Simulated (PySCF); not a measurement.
**A PySCF run on BiCl⁺**

State: ²Π (doublet), unpaired electrons π ↑.

An equivalent input (the run itself took its basis sets from the Basis Set Exchange, started from a PBE0 density and held the occupation σ 9α 9β, πx 5α 4β, πy 4α 4β, δx 1α 1β, δy 1α 1β):

```python
from pyscf import gto, dft
mol = gto.M(atom='Bi 0 0 0; Cl 0 0 2.383', basis={'Bi': 'def2-SVPD', 'Cl': 'def2-SVPD'}, ecp={'Bi': 'def2-SVPD'},
            charge=1, spin=1, verbose=4, symmetry='C2v')
mf = dft.UKS(mol, xc='R2SCAN')
mf.grids.atom_grid = (80, 434)
mf.grids.prune = dft.gen_grid.treutler_prune
mf.irrep_nelec = {'A1': (10, 10), 'A2': (1, 1), 'B1': (5, 4), 'B2': (4, 4)}
mf.conv_tol = 1e-9
mf.max_cycle = 60
mf.diis_space = 10
mf.kernel()
```

The log (some set-up lines and the per-cycle HOMO/LUMO lines removed):

```
******** <class 'pyscf.dft.uks_symm.SymAdaptedUKS'> ********
method = SymAdaptedUKS
damping factor = 0
level_shift factor = 0
DIIS = <class 'pyscf.scf.diis.CDIIS'>
diis_start_cycle = 1
diis_space = 10
diis_damp = 0
SCF conv_tol = 1e-09
SCF conv_tol_grad = None
SCF max_cycles = 60
number electrons alpha = 20  beta = 19
Set gradient conv threshold to 3.16228e-05
init E= -674.479953229886
cycle= 1 E= -674.480079076491  delta_E= -0.000126  |g|= 0.0246  |ddm|= 0.102
cycle= 2 E= -674.476886572728  delta_E= 0.00319  |g|= 0.0685  |ddm|= 0.131
cycle= 3 E= -674.480581407486  delta_E= -0.00369  |g|= 0.00215  |ddm|= 0.0926
cycle= 4 E= -674.480585324344  delta_E= -3.92e-06  |g|= 0.000459  |ddm|= 0.00376
cycle= 5 E= -674.480585449012  delta_E= -1.25e-07  |g|= 0.00016  |ddm|= 0.000782
cycle= 6 E= -674.48058547331  delta_E= -2.43e-08  |g|= 1.77e-05  |ddm|= 0.000292
cycle= 7 E= -674.4805854737  delta_E= -3.91e-10  |g|= 6.03e-06  |ddm|= 5.16e-05
Extra cycle  E= -674.480585473637  delta_E= 6.3e-11  |g|= 1.16e-05  |ddm|= 2.8e-05
converged SCF energy = -674.480585473637  <S^2> = 0.75564967  2S+1 = 2.0056417
```

Repeating this along the bond gives Re = 2.386 Å and ωe = 392 cm⁻¹.

A point of this curve took 1.2 CPU seconds beside 0.18 for the integrals (shared host).

These are scalar-relativistic numbers at best; spin–orbit coupling would shift them, the dissociation energy most. The state is the lowest determinant that a PBE0 search found; another state may lie lower at other levels.
